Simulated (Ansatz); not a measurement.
Reaction (redistribution): `[CH3][GeH]` + `ClC1(Cl)O[SiH2]1` → `[CH3][Ge][Cl]` + `ClC1O[SiH2]1`

Gas-phase electronic energies from Ansatz, PBE0-D4/def2-TZVP geometries. CCSD(T)/CBS is the MP2 limit (def2-TZVPP, def2-QZVPP) plus CCSD(T) − MP2 in def2-TZVPP, frozen cores. Functionals use def2-TZVPP. HSE06 is defined as in plane-wave codes. For Ge outer-core shells are correlated without core-valence functions, which leaves a few kJ/mol of doubt a bond. Scalar relativity is left out up to krypton.

```json
{"level": "r2SCAN", "ΔE (kJ/mol)": "-206.7"}
{"level": "HSE06", "ΔE (kJ/mol)": "-205.2"}
{"level": "CAM-B3LYP", "ΔE (kJ/mol)": "-207.1"}
{"level": "CCSD/def2-TZVPP", "ΔE (kJ/mol)": "-203.2"}
```

(1) What does CCSD(T)/CBS give? (An estimate is asked.)

Largest T1 diagnostic among the species: 0.014.

Answers

(1) Computed: -203.7 kJ/mol. The listed levels differ from it by -3.0, -1.5, -3.4, 0.5 kJ/mol.

From BLYP to BHLYP (50 % exact exchange), in def2-TZVPP and without D4, ΔE moves by −5.2 kJ/mol. The D4 term adds +4.0 kJ/mol with B3LYP and +2.0 kJ/mol with PBE0; it sums over pairs of atoms, weighted by their polarisabilities, and B3LYP, whose exchange is more repulsive, gets the larger term.

B3LYP here is the variant with VWN-RPA as its local correlation; programs differ in this.
